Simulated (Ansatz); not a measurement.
`CCOB(O)O`. Charge 0, multiplicity 1.

Cartesian coordinates in Å:
```
C 0.6901 -1.8134 -0.8079
C 0.6924 -0.3553 -0.4276
O -0.5047 -0.0626 0.2790
B -0.7710 1.2053 0.6944
O 0.1055 2.2213 0.4390
O -1.9300 1.4653 1.3752
H -0.1645 -2.0450 -1.4469
H 1.6044 -2.0631 -1.3511
H 0.6341 -2.4450 0.0811
H 0.7577 0.2795 -1.3171
H 1.5555 -0.1193 0.2037
H -0.2093 3.0584 0.7865
H -2.4601 0.6739 1.4917
```

(1) Give the diagnostics of a CCSD(T)/def2-TZVPP run (frozen core, Ansatz 0.2.0). (An estimate is asked.)

Results:

(1) Ansatz gave: T1 = 0.0113, largest single amplitude 0.028, largest double 0.017, (T) share of the correlation energy 3.5 %, 9 CCSD cycles. The RHF solution is stable towards an unrestricted one. T1 lies under the customary mark of 0.02 for closed shells.
